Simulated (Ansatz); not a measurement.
**FGeH2SiSn+: where a starting geometry ends**

The starting geometry of this gas-phase singlet was optimised with GFN2-xTB.

| atom | x (Å) | y (Å) | z (Å) |
| --- | --- | --- | --- |
| F | 2.5554 | 1.1447 | 0.3644 |
| Ge | 0.3778 | -0.6471 | -1.6947 |
| Si | 1.2397 | 1.2861 | -0.5586 |
| Sn | 0.6042 | -2.0353 | 0.5586 |
| H | 1.1666 | 2.7508 | -0.5147 |
| H | 1.9262 | -1.3109 | -1.3978 |

**Question.** Predict what becomes of its bonds when it is optimised with r2SCAN-D4/def2-SVP.

**Answer.** A new bond forms, giving a structure with H6 bridging Ge2 and Sn4, given below by its coordinates. Contacts that close: Sn4–H6 (2.47 → 2.09 Å).

The energy falls by 0.44 eV over 12 steps:

```csv
step,E − E(last) (eV)
1,0.438
2,0.122
3,0.058
5,0.013
6,0.002
7,0.001
8,0.000
10,0.000
11,0.000
12,0.000
```

Final geometry (Å):

```json
{"atom": "F", "x (Å)": "2.8156", "y (Å)": "1.1106", "z (Å)": "0.1969"}
{"atom": "Ge", "x (Å)": "0.5193", "y (Å)": "-0.5162", "z (Å)": "-1.8540"}
{"atom": "Si", "x (Å)": "1.3943", "y (Å)": "1.1799", "z (Å)": "-0.5593"}
{"atom": "Sn", "x (Å)": "0.5352", "y (Å)": "-1.7186", "z (Å)": "0.4804"}
{"atom": "H", "x (Å)": "0.8053", "y (Å)": "2.5281", "z (Å)": "-0.3608"}
{"atom": "H", "x (Å)": "1.8002", "y (Å)": "-1.3957", "z (Å)": "-1.1461"}
```

No frequencies were run, so the end isn't proven a minimum. Atoms past krypton carry core potentials, without spin–orbit terms. Run with Ansatz 0.2.0, 39 s on 1 thread of Intel(R) Xeon(R) Platinum 8375C CPU @ 2.90GHz (Ice Lake), on a shared host.
